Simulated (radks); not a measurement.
Results of a calculation; reference values are marked as such.
Species: Ca. Configuration: [Ar] 4s2.

Level of theory: Dirac Kohn-Sham, PBE, spin-unpolarised, spherical densities, finite nucleus; Fermi nuclear charge, rms radius 3.4776 fm (a radial shooting solver on a logarithmic mesh with Libxc functionals).

Energy parts (eV):
part                      energy
total                 -18512.683
kinetic                18658.129
electron-nucleus      -43988.162
Hartree                 7796.798
exchange-correlation    -979.448

Orbitals (lengths in bohr, moments of r in powers of bohr; r(max) is where P^2 peaks):
| orbital | occ. | eigenvalue (eV) | r(max) | <1/r> | <r^2> | small-component weight |
|---|---|---|---|---|---|---|
| 1s1/2 | 2 | -3948.832 | 0.05028 | 19.74 | 0.007943 | 5.11e-03 |
| 2s1/2 | 2 | -414.2933 | 0.3000 | 4.055 | 0.1571 | 8.57e-04 |
| 2p1/2 | 2 | -337.1209 | 0.2453 | 3.979 | 0.1317 | 8.35e-04 |
| 2p3/2 | 4 | -333.4340 | 0.2473 | 3.938 | 0.1336 | 8.28e-04 |
| 3s1/2 | 2 | -47.0861 | 0.9939 | 1.210 | 1.543 | 1.65e-04 |
| 3p1/2 | 2 | -28.2606 | 1.044 | 1.083 | 1.892 | 1.38e-04 |
| 3p3/2 | 4 | -27.8770 | 1.051 | 1.074 | 1.916 | 1.37e-04 |
| 4s1/2 | 2 | -3.7662 | 3.398 | 0.3207 | 18.55 | 1.65e-05 |

The highest occupied level is 4s1/2 at -3.766 eV. The density falls to 0.001 e/bohr^3 at r = 5.08 bohr. The electron density at the nucleus is 6165 e/bohr^3.
